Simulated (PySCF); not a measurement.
# What a mistake does to a calculation on BFH5Si2 cation

Calculated results; nothing here was measured. They come from PySCF 2.14.0, an open-source quantum chemistry program, on an isolated molecule that a program drew, which may never have been made. The molecule is BFH5Si2 cation (charge +1, singlet), drawn as the SMILES string `FB([SiH2+])[SiH3]`.

Each row is a Hartree-Fock (HF) and frozen-core CCSD(T) single point in the cc-pV(D+d)Z basis, meant for a local HF minimum. Run 1 is clean. Each other run has one planted mistake out of seven kinds, and not every kind appears here: one electron removed, one electron added, multiplicity raised by two, geometry at a saddle point, minimal basis STO-3G, one bond length entered in bohr, all coordinates scaled. The reference is restricted for singlets and unrestricted otherwise, and also for a bond in bohr. Adding or removing an electron swaps singlet and doublet. Electrons count all cores. HOMO and LUMO are orbital energies over both spins, the gradient is its largest component, and the lowest frequency (negative if imaginary) is given only where the gradient is small. Bond lengths are over the 8 bonds as drawn. T1 is the CCSD diagnostic: over 0.02 (restricted) or 0.045 (unrestricted) a single reference is doubtful.

Geometry of the clean run:
```xyz
9
BFH5Si2 cation, angstrom
F    -1.1888   -1.5695    0.3104
B    -0.8250   -0.4946   -0.3419
Si   -1.4711   -0.4991   -2.3546
Si    0.2640    1.0692    0.4598
H    -2.7302    0.1150   -2.7986
H    -0.6463   -0.9950   -3.4652
H     1.5549    0.5083    0.8968
H    -0.5385    1.6232    1.5649
H     0.4416    2.0553   -0.6290
```

| run | electrons | basis functions | <S^2> | HOMO (eV) | LUMO (eV) | gradient (hartree/bohr) | lowest frequency (cm^-1) | mean bond (Å) | longest bond (Å) | T1 | HF (hartree) | CCSD(T) (hartree) | mistake |
|---|---|---|---|---|---|---|---|---|---|---|---|---|---|
| 1 | 46 | 99 | 0.000 | -15.69 | -5.89 | 3.5e-06 | 36 | 1.6071 | 2.114 | 0.0173 | -704.62954 | -705.13807 | no fault |
| 2 | 46 | 99 | 0.000 | -15.43 | -5.85 | 6.5e-02 | - | 1.7340 | 2.281 | 0.0186 | -704.58843 | -705.10548 | all coordinates scaled |
| 3 | 45 | 99 | 0.773 | -22.99 | -13.34 | 8.9e-02 | - | 1.6071 | 2.114 | 0.0232 | -704.09681 | -704.58917 | one electron removed |
| 4 | 47 | 99 | 0.770 | -7.56 | 1.35 | 2.9e-02 | - | 1.6071 | 2.114 | 0.0161 | -704.87612 | -705.39927 | ? |
| 5 | 46 | 99 | 2.030 | -13.42 | -7.64 | 6.1e-02 | - | 1.6071 | 2.114 | 0.0211 | -704.54897 | -705.05638 | ? |

**Which mistake was planted in run 4, and what did it cost?**

It counts 47 electrons, one more than the clean run, at the same geometry and basis. So the mistake is: one electron added. Subtracting run 1 and multiplying by 627.51 kcal/mol a hartree, the energy moved by -154.7 kcal/mol in HF and -163.9 kcal/mol in CCSD(T).

**Which mistake was planted in run 5, and what did it cost?**

Electrons, basis and geometry are unchanged, and <S^2> is 2.030, beside S(S+1) = 2.00 for a multiplicity of 3. So the mistake is: multiplicity raised by two. Subtracting run 1 and multiplying by 627.51 kcal/mol a hartree, the energy moved by 50.6 kcal/mol in HF and 51.3 kcal/mol in CCSD(T).

